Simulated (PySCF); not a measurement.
Compound: C6H8NP.
Atom-mapped SMILES: `[CH:1]#[C:2][CH2:3][PH:4][CH2:5][CH2:6][C:7]#[N:8]` (hydrogens: H9 on C1; H10, H11 on C3; H12 on P4; H13, H14 on C5; H15, H16 on C6)

Cartesian coordinates in Å at the GFN2-xTB level; atoms count from 1:
```xyz
16
C6H8NP angstrom
C     -1.6838    1.9527   -0.0013
C     -1.7309    0.7597   -0.0986
C     -1.7699   -0.6792   -0.1707
P     -0.4389   -1.5425    0.8393
C      1.0630   -1.2206   -0.2228
C      1.4159    0.2444   -0.5067
C      1.7423    0.9466    0.7076
N      2.0078    1.4871    1.6794
H     -1.6527    2.9981    0.0751
H     -1.6835   -1.0238   -1.2072
H     -2.7308   -1.0317    0.2189
H     -0.2186   -0.4752    1.7174
H      1.9010   -1.7084    0.2853
H      0.9070   -1.7504   -1.1687
H      0.5795    0.7601   -0.9867
H      2.2851    0.2921   -1.1717
```

Computed at PBE0/pcSseg-1 (PySCF, non-relativistic), with Q(14N) = 0.02044 b: N8, 14N (I = 1): χzz = -4.645 MHz, η = 0.054.

Q: Where would the pure quadrupole (NQR) lines of 14N at N8 fall for the rigid, isolated species?

A: From ν± = (3/4)|χ|(1 ± η/3) and ν0 = |χ|η/2: ν+ 3.547 MHz, ν− 3.421 MHz, ν0 0.125 MHz (nitrile nitrogen).

In a crystal, neighbours and librations shift these lines. GFN2-xTB bond lengths can be off by several hundredths of an ångström, more for odd bonds, and the gradients follow them. The basis is small and wasn't made for field gradients, so the couplings can be 20 % off.

One conformer stands for the species.
